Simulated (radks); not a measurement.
The mean radii <r> (bohr) of the occupied orbitals of an atom or ion are listed with their occupations. Calculated with a radial shooting solver on a logarithmic mesh with Libxc functionals: non-relativistic Kohn-Sham, Slater X-alpha with alpha = 0.824, spin-unpolarised, spherical densities, point nucleus.

orbital  occ.     <r>
1s          2  0.1308
2s          2  0.6926
2p          6  0.6749
3s          1   2.728

Name the element and its charge.

Answer. Z = 12, magnesium, charge +1: Mg+ in [Ne] 3s1. The 1s radius gives Z: for a bare nucleus <r> = 1.5/Z, 0.125 bohr for Z = 12, and screening makes it slightly larger (0.1308 here). The occupations add up to 11, and the charge is Z minus that.
